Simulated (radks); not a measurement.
S4+, configuration [Ne] 3s2.

Method: non-relativistic Kohn-Sham, r2SCAN, spin-polarised, spherical densities, point nucleus; meta-GGA in the generalised Kohn-Sham scheme; computed with a radial shooting solver on a logarithmic mesh with Libxc functionals.

Energy parts (eV):
| part | energy |
|---|---|
| total | -10716.351 |
| kinetic | 10705.241 |
| electron-nucleus | -24784.507 |
| Hartree | 4015.160 |
| exchange-correlation | -652.246 |

Orbitals (lengths in bohr, moments of r in powers of bohr; r(max) is where P^2 peaks):
[
 {"orbital": "1s", "occ.": "2", "eigenvalue (eV)": "-2472.896", "r(max)": "0.06373", "<r^4>": "0.0004185", "<r^2>": "0.01273"},
 {"orbital": "2s", "occ.": "2", "eigenvalue (eV)": "-274.6632", "r(max)": "0.3887", "<r^4>": "0.1319", "<r^2>": "0.2705"},
 {"orbital": "2p", "occ.": "6", "eigenvalue (eV)": "-218.8602", "r(max)": "0.3259", "<r^4>": "0.1236", "<r^2>": "0.2407"},
 {"orbital": "3s", "occ.": "2", "eigenvalue (eV)": "-65.9717", "r(max)": "1.317", "<r^4>": "9.374", "<r^2>": "2.484"}
]

The highest occupied level is 3s at -65.972 eV. Virial ratio -V/T = 2.00104. The density falls to 0.001 e/bohr^3 at r = 2.81 bohr. Summed over all electrons, <r^2> = 6.979 bohr^2, which gives a Langevin (diamagnetic) susceptibility term of -5.53 x 10^-6 cm^3/mol. For comparison, the ionisation energy in NIST's Atomic Spectra Database is 72.595 eV (measured). In exact Kohn-Sham theory the highest level is minus the ionisation energy, but local and semilocal functionals leave it too shallow, through self-interaction and a potential that decays too fast; potentials with the right tail come closer. The electron density at the nucleus is 2680 e/bohr^3.
